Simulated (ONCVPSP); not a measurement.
## PBE ONCV dataset for europium (Eu), scalar-relativistic all-electron reference.

Eu (Z = 63), optimised norm-conserving Vanderbilt (ONCV), made with ONCVPSP 4.0.1 (PBE, scalar-relativistic). Core [Kr] 4d10, reference 4f7 5s2 5p6 6s2. Waves: 5s+6s: rc 2.05 bohr, ncon 3, nbas 7, qcut 6.3 1/bohr, 2 projectors; 5p: rc 0.60 bohr, ncon 4, nbas 8, qcut 14.8 1/bohr, 1 projector; d scattering state at 0.03 Ha: rc 2.20 bohr, ncon 4, nbas 6, qcut 4.4 1/bohr, 2 projectors, debl 2.4 Ha; 4f: rc 1.55 bohr, ncon 4, nbas 9, qcut 12.5 1/bohr, 2 projectors, debl 1.3 Ha. Local part: polynomial inside 0.60 bohr (lpopt 5, dvloc0 1 Ha). Core correction: none.

**Question.** Does this generation succeed?

**Answer.** No. ONCVPSP 4.0.1 stopped with "test_data: must have ncon+3 <= nbas <= ncon+5, l= 2": the input breaks a rule of the program on the basis size: nbas must lie between ncon + 3 and ncon + 5. The 5p radius of 0.60 bohr lies inside the outermost node of the all-electron wave at 0.72 bohr.
